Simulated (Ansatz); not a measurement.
C$_{2}$H$_{8}$S$_{2}$Si, SMILES `[SiH3]CCSS`, relaxed with RKS PBE-D4/def2-SVP in Ansatz from a rough embedded geometry. The force threshold is 0.03 eV/Å; the program also tests the step.

The species carries charge 0 and has multiplicity 1.

Start:

```xyz
13

Si   -0.121   -1.908    0.497
C     0.536   -0.446   -0.399
C    -0.493    0.600   -0.747
S    -1.135    1.680    0.600
S     0.507    2.679    1.247
H     1.029   -2.916    0.690
H    -0.552   -1.531    1.886
H    -1.190   -2.523   -0.207
H     0.994   -0.832   -1.368
H     1.394    0.000    0.117
H    -0.049    1.303   -1.515
H    -1.348    0.175   -1.283
H     0.429    3.719    0.481
```

| step | energy (eV) | largest force (eV/Å) | largest move (Å) |
| --- | --- | --- | --- |
| 1 | -31725.2612 | 2.216 | 0.000 |
| 2 | -31725.5620 | 0.698 | 0.195 |
| 3 | -31725.6005 | 0.267 | 0.190 |
| 4 | -31725.6112 | 0.140 | 0.067 |
| 5 | -31725.6218 | 0.039 | 0.114 |
| 6 | -31725.6305 | 0.139 | 0.196 |
| 7 | -31725.6349 | 0.153 | 0.090 |
| 8 | -31725.6409 | 0.143 | 0.150 |
| 9 | -31725.6423 | 0.095 | 0.052 |
| 10 | -31725.6439 | 0.036 | 0.039 |
| 11 | -31725.6442 | 0.023 | 0.007 |

End:

```xyz
13

Si   -0.052   -1.706    0.671
C     0.603   -0.428   -0.586
C    -0.415    0.621   -1.028
S    -1.320    1.439    0.356
S     0.217    2.208    1.540
H     0.869   -2.899    0.655
H    -0.088   -1.165    2.072
H    -1.432   -2.166    0.279
H     0.989   -0.967   -1.479
H     1.479    0.077   -0.124
H     0.037    1.403   -1.673
H    -1.251    0.162   -1.602
H     0.363    3.421    0.918
```

It took 20 s on 4 threads of an Arm Neoverse V1 on a shared host, with 0.18 GiB of host memory at the peak.
